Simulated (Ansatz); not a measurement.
Abridged output of a molecular run in Ansatz:

```
Functional definition: HF
723 factors; integrals over basis functions are off by at most 1.0e-3 eV
mean field evaluation 1: about -14125.3549 eV, gradient 3.2e1 eV
mean field evaluation 2: about -14125.3562 eV, gradient 3.2e1 eV
mean field evaluation 4: about -14129.4616 eV, gradient 2.4e0 eV
mean field evaluation 8: about -14129.5320 eV, gradient 1.7e-1 eV
mean field -14129.53259335 eV, -519.2507454646 hartree, gradient 2.2e-6 eV, S^2 0.754127; 0 other end points of the search recorded, 0 dependent functions left out
8 core orbitals not correlated: weight in the atoms' cores, before any rotation towards them, 1.000 or more for the frozen orbitals, at most 0.000 for the correlated occupied ones
reference -14129.53259335 eV, -519.2507454646 hartree; 13, 12 occupied and 54, 55 virtual orbitals, 723 factors
second order -16.79634210 eV of doubles, -0.00000000 eV of singles
cycle   1  -16.94264450 eV  change   -1.5e-1 eV  update   8.8e-2
cycle   2  -17.28838418 eV  change   -3.5e-1 eV  update   2.6e-2
cycle   3  -17.39410820 eV  change   -1.1e-1 eV  update   1.6e-2
cycle   4  -17.39122681 eV  change    2.9e-3 eV  update   4.7e-3
cycle   5  -17.38751467 eV  change    3.7e-3 eV  update   2.3e-3
cycle   6  -17.38809647 eV  change   -5.8e-4 eV  update   9.6e-4
cycle   7  -17.38828331 eV  change   -1.9e-4 eV  update   3.7e-4
cycle   8  -17.38831240 eV  change   -2.9e-5 eV  update   1.6e-4
cycle   9  -17.38834285 eV  change   -3.0e-5 eV  update   6.8e-5
cycle  10  -17.38832591 eV  change    1.7e-5 eV  update   2.7e-5
perturbative correction -0.35099806 eV, -0.0128989408 hartree
Total energy: -14147.27191733 eV, -519.9026535964 hartree
Checks for a lower state left out: cluster_reference
```

Its atoms:

Cartesian coordinates in Å:
```
N -0.273 0.392 1.096
Si 0.494 -0.368 -0.220
O -0.168 0.300 -1.565
F 0.156 -1.930 -0.082
H -0.331 1.397 1.129
H -0.218 -0.014 2.016
H 0.340 0.224 -2.374
```

Q: Which basis set was used?
A. def2-TZVPPD
B. def2-SVPD
C. def2-TZVPP
D. def2-SVP

A: D. It gives 75 functions.

Q: Write the keys of the input that set method, charge and spin (a neutral closed shell needs none for the last two).

A: 
```yaml
magnetization: {spin_polarized: true, initial_magnetization: 1}
correlation: {method: ccsd_t}
scf: {omitted_lower_state_checks: [cluster_reference]}
```
